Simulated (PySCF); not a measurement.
**Induced dipoles and field energies**

TeBr2Me2, C₂H₆Br₂Te.
Cartesian coordinates in Å at the PBE0-D3(BJ)/def2-SVP level; atoms count from 1:
```
atom  x, y, z in Å
Te1   -0.700   -0.932    0.038
Br2   -0.466   -0.821    2.697
Br3   -0.761   -0.809   -2.631
C4     1.426   -0.791   -0.137
H5     1.762   -1.694   -0.662
H6     1.835   -0.727    0.878
H7     1.645    0.097   -0.741
C8    -1.111    1.162    0.128
H9    -2.079    1.274    0.633
H10   -1.137    1.536   -0.902
H11   -0.317    1.621    0.729
```

Level: B3LYP/def2-SVPD (PySCF); nuclei fixed, core orbitals frozen in the response. Permanent dipole (0.973, 1.257, -0.047) D (1 au = 2.5417 D). Static polarisability (au):

```
x   100.46  -5.20   4.04
y    -5.20  97.38   0.68
z     4.04   0.68 186.75
```

Only the terms in μ and α are kept: μ(F) = μ + αF and ΔE = −μ·F − ½ F·αF.

What do fields of 0.411 V/Å (0.008 au) along the six axis directions do?

```
field along  induced x (D)  induced y (D)  induced z (D)  total size (D)  −μ·F (kJ/mol)  −½F·αF (kJ/mol)
         +x          2.043         -0.106          0.082           3.228         -8.040           -8.440
         −x         -2.043          0.106         -0.082           1.737         +8.040           -8.440
         +y         -0.106          1.980          0.014           3.351        -10.387           -8.181
         −y          0.106         -1.980         -0.014           1.300        +10.387           -8.181
         +z          0.082          0.014          3.797           4.098         +0.388          -15.690
         −z         -0.082         -0.014         -3.797           4.137         -0.388          -15.690
```

For the field (-0.0040, -0.0056, 0.0024) au, what is the induced dipole, and what angle does it make with the field?

αF = (-0.923, -1.329, 1.088) D, at 14.7° to the field. The polarisability along this direction, F·αF/F², is 101.81 au, against a mean of 128.20 au.

At what field along the permanent dipole would the induced dipole along it equal the permanent one, in this linear picture?

The polarisability along the dipole is 93.40 au, so F = 0.6257 au / 93.40 au = 0.0067 au = 0.34 V/Å; higher-order terms are ignored.

What field makes μF equal to kT at 200 K?

kT = 0.6334 × 10⁻³ Eh, so F = 0.00101 au = 5.21 MV/cm.

A unit point charge sits 15 Å away. Estimate the induction energy −αe²/2R⁴ with the mean polarisability, treating the molecule as a point.

R = 28.35 bohr, so the energy is −128.2/(2 × 28.35⁴) Eh = -0.261 kJ/mol. The charge–dipole term at its most favourable orientation, −μe/R², is -2.04 kJ/mol.

Geometry: PBE0-D3(BJ)/def2-SVP; no solvent, vibrations or thermal averaging. Atoms past krypton carry effective core potentials; spin–orbit coupling is left out. The calculation is non-relativistic apart from the core potentials, for bromine too.

The run behind these numbers computed excited states and ΔSCF ions as well. On one thread, Arm Neoverse V1 (aarch64), shared host, this took 3.1 min of wall time (grids of density and orbitals included) and 1.1 GiB of memory at its peak.
